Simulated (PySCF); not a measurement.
# Mayer bond orders and bond lengths

Compound: C₉H₆.
Atom-mapped SMILES: `[CH:1]#[C:2][C:3]#[C:4]/[CH:5]=[C:6](/[CH3:7])[C:8]#[CH:9]` (hydrogens: H10 on C1; H11 on C5; H12, H13, H14 on C7; H15 on C9)

Cartesian coordinates in Å at the GFN2-xTB level; atoms count from 1:
```xyz
15
C9H6 angstrom
C      4.5541   -1.0464    0.2155
C      3.3728   -0.9844   -0.0194
C      2.0480   -0.9206   -0.2901
C      0.8605   -0.8648   -0.5343
C     -0.5029   -0.8284   -0.8330
C     -1.3287    0.1657   -0.4496
C     -2.7897    0.1768   -0.7764
C     -0.8474    1.2644    0.2950
C     -0.4641    2.2097    0.9302
H      5.5802   -1.1010    0.4215
H     -0.8886   -1.6620   -1.4081
H     -3.3768    0.1992    0.1422
H     -3.0672   -0.7024   -1.3537
H     -3.0397    1.0707   -1.3482
H     -0.1150    3.0314    1.4807
```

Bond orders from the PBE0/pcSseg-1 density (PySCF). Geometry: GFN2-xTB; no solvent, vibrations or thermal averaging.

(1) How far do the computed orders between heavy atoms stray from the drawn ones?

(2) Give the Mayer order of every bond between heavy atoms, beside its length.

## Answers

(1) The largest departure is 1.057, at C3–C4 (drawn triple, 1.943). Drawn single, order above 1.12: C4–C5 (1.163). Drawn double or triple, more than 0.30 short of the drawn order: C1–C2 (2.242), C3–C4 (1.943) and C8–C9 (2.306).

(2) 
```
 bond  drawn as  length (Å)  Mayer order
C1–C2    triple       1.206        2.242
C2–C3    single       1.354        0.983
C3–C4    triple       1.214        1.943
C4–C5    single       1.396        1.163
C5–C6    double       1.348        1.725
C6–C7    single       1.497        1.075
C6–C8    single       1.412        1.044
C8–C9    triple       1.202        2.306
```

Bonds between the same two heavy elements. C–C: lowest C2–C3 (0.983, 1.354 Å), highest C8–C9 (2.306, 1.202 Å); in 4 of the 28 pairs the longer bond (by over 0.003 Å) has the higher order (by 0.02 or more).

Problem. And the bonds to hydrogen?

Solution. C–H: 0.93 to 1.16 (6 bonds).

Problem. Sum the orders of all bonds at each heavy atom with more than one neighbour and set the sums beside the valence in the SMILES.

Solution. C1 3.377 (drawn 4), C2 3.225 (drawn 4), C3 2.926 (drawn 4), C4 3.106 (drawn 4), C5 3.820 (drawn 4), C6 3.844 (drawn 4), C7 3.914 (drawn 4), C8 3.350 (drawn 4), C9 3.468 (drawn 4). Orders between atoms that aren't bonded are not in these sums.

Mayer orders depend on the basis set.
